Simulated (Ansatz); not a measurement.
System: CH2N (charge 0, doublet). It need not be the lowest isomer of its formula. SMILES: [CH][NH]
Geometry from a B3LYP-D3(BJ)/def2-TZVP (Ansatz, a first-principles code) optimisation:
```xyz
4

C      0.0330     0.0062    -0.6452
N     -0.0307    -0.0059     0.5805
H      0.9162     0.2940    -1.2272
H     -0.8993    -0.2899     1.0349
```
Charge 0, spin multiplicity 2.

Quantity: vertical ionisation energy (to the singlet state of charge +1; each state is the SCF solution reached for its spin; for the singlet the Hartree-Fock reference is unstable and T1 is 0.026), in eV. Valence correlation only, unless marked. Open shells are spin-unrestricted. No spin-orbit coupling. Non-relativistic. CBS(X,Y): correlation extrapolated as X^-3; Hartree-Fock from the larger set.

| level | program | vertical ionisation energy (eV) |
|---|---|---|
| MP2/aug-cc-pVDZ | Ansatz | 8.10 |
| MP2/aug-cc-pVTZ | Ansatz | 8.20 |

Predict the CCSD(T)/CBS(def2-TZVPPD,def2-QZVPPD) result (Ansatz).

8.58 eV
